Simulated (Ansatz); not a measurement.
The cluster Na₃S⁺ was relaxed with PBE0-D4 (def2-TZVP) in Ansatz in these states: charge +1 quintet, charge +1 singlet, charge +1 triplet. The geometries follow in no particular order.

A:

| atom | x (Å) | y (Å) | z (Å) |
| --- | --- | --- | --- |
| Na1 | -4.720 | 1.507 | 2.626 |
| Na2 | 1.379 | -0.419 | -0.784 |
| Na3 | 4.866 | -1.582 | -2.684 |
| S4 | -1.525 | 0.494 | 0.843 |

B:

| atom | x (Å) | y (Å) | z (Å) |
| --- | --- | --- | --- |
| Na1 | -1.339 | 0.398 | 2.055 |
| Na2 | -1.085 | 0.124 | -2.233 |
| Na3 | 2.425 | -0.519 | 0.179 |
| S4 | 0.000 | -0.003 | -0.001 |

C:

```xyz
4

Na   -1.139    0.458   -2.108
Na   -0.586   -1.667    2.551
Na    1.796    1.462   -0.849
S    -0.072   -0.253    0.406
```

Question: Judge from the bond lengths which geometry belongs to which state (an estimate).

Answer: A is the charge +1 quintet (Na3–S4 7.589 Å, Na1–S4 3.796 Å, Na2–S4 3.452 Å); B is the charge +1 singlet (Na3–S4 2.486 Å, Na1–S4 2.485 Å, Na2–S4 2.486 Å); C is the charge +1 triplet (Na3–S4 2.830 Å, Na1–S4 2.822 Å, Na2–S4 2.619 Å).

At PBE0-D4/def2-TZVP a singlet lies 6.14 eV below the charge +1 quintet. At PBE0-D4/def2-TZVP a singlet lies 2.49 eV below the charge +1 triplet. These are the stationary points nearest to one start from a short search; other shapes may lie lower in each state. The charge +1 quintet has come apart into loosely held pieces.
